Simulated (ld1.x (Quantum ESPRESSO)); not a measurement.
## Se (Z = 34): variants of one PAW potential

Base potential:

```json
{
 "Element": "selenium",
 "Generator": "ld1.x (Quantum ESPRESSO) 7.5",
 "Type": "PAW",
 "Functional": "PBEsol",
 "Relativity": "scalar-relativistic",
 "Frozen core": "[Ar]",
 "Valence charge": "16",
 "Reference configuration": "3d10 4s2 4p4",
 "Partial waves": "4s (bound): rcut 1.35, rcutus 1.80 bohr; 4s channel at 0.4 Ry: rcut 1.35, rcutus 1.80 bohr; 4p (bound): rcut 1.30, rcutus 1.45 bohr; 4p channel at 0.85 Ry: rcut 1.30, rcutus 1.45 bohr; 3d (bound): rcut 0.70, rcutus 0.90 bohr; 3d channel at 1.45 Ry: rcut 0.70, rcutus 0.90 bohr",
 "Local potential": "all-electron potential smoothed inside 1.70 bohr (lloc = -1)",
 "Core correction": "Bessel-smoothed model core, default radius (core density twice the valence density)",
 "Augmentation charge": "PSQ, inside the norm-conserving radii"
}
```

Cutoffs, loose and tight: the cutoffs (Ry, on a coarse ladder) from which the occupation-weighted sum of valence levels, in a spherical-Bessel basis at the reference potential, stays within 10 and 1 mRy of its value at 400 Ry. They do not see the model core or the augmentation charge, which bear on the density cutoff. Test errors are all-electron minus pseudo excitation energies from the reference, over the configurations 3d10 4s2 4p3; 3d10 4s2 4p2; 3d10 4s2 4p1; 3d10 4s1 4p5; 3d10 4s2 4p4.3; 3d10 4s1 4p4; 3d9 4s2 4p5. A dash means not determined; rows that change the core or the reference have their own tests. The largest error is taken over the tests solved by every variant that gives reliable tests at all: 3d10 4s1 4p4; 3d10 4s1 4p5; 3d10 4s2 4p1; 3d10 4s2 4p2; 3d10 4s2 4p3; 3d10 4s2 4p4.3.

```csv
change,outcome,"cutoff, loose","cutoff, tight",bound ghosts,largest test error (meV)
base,generated,200 Ry,300 Ry,none,-12
"waves 3d (bound): rcut 0.54, rcutus 0.58 bohr; 3d channel at 1.45 Ry: rcut 0.54, rcutus 0.58 bohr",generated,over 300 Ry,over 300 Ry,none,-12
"waves 3d (bound): rcut 0.70, rcutus 0.84 bohr; 3d channel at 1.45 Ry: rcut 0.70, rcutus 0.84 bohr",generated,230 Ry,over 300 Ry,none,-12
"waves 3d (bound): rcut 0.70, rcutus 0.94 bohr; 3d channel at 1.45 Ry: rcut 0.70, rcutus 0.94 bohr",generated,180 Ry,300 Ry,none,-12
"waves 3d (bound): rcut 0.70, rcutus 1.18 bohr; 3d channel at 1.45 Ry: rcut 0.70, rcutus 1.18 bohr",generated,110 Ry,180 Ry,none,-12
"waves 3d (bound): rcut 0.70, rcutus 1.30 bohr; 3d channel at 1.45 Ry: rcut 0.70, rcutus 1.30 bohr",generated,80 Ry,140 Ry,none,-12
```

(1) What comes out with this change to the base: waves 3d (bound): rcut 0.70, rcutus 1.10 bohr; 3d channel at 1.45 Ry: rcut 0.70, rcutus 1.10 bohr?

(2) What comes out with this change to the base: waves 3d (bound): rcut 0.68, rcutus 0.72 bohr; 3d channel at 1.45 Ry: rcut 0.68, rcutus 0.72 bohr?

## Answers

(1) outcome: generated; cutoff, loose: 140 Ry; cutoff, tight: 200 Ry; bound ghosts: none; largest test error (meV): -12.

(2) outcome: generated; cutoff, loose: 300 Ry; cutoff, tight: over 300 Ry; bound ghosts: none; largest test error (meV): -12.

Reading the sweep of the d radius (base included, trends over the rows without a ghost): The loose cutoff falls from 300 Ry at 0.72 to 80 Ry at 1.3 bohr. A larger radius leaves more room for a smooth pseudo-wave, so fewer plane waves are needed; a smaller one forces it to follow the all-electron wave where it bends sharply. The median size of the test errors (rows with all tests solved) stays near 2.9 meV.
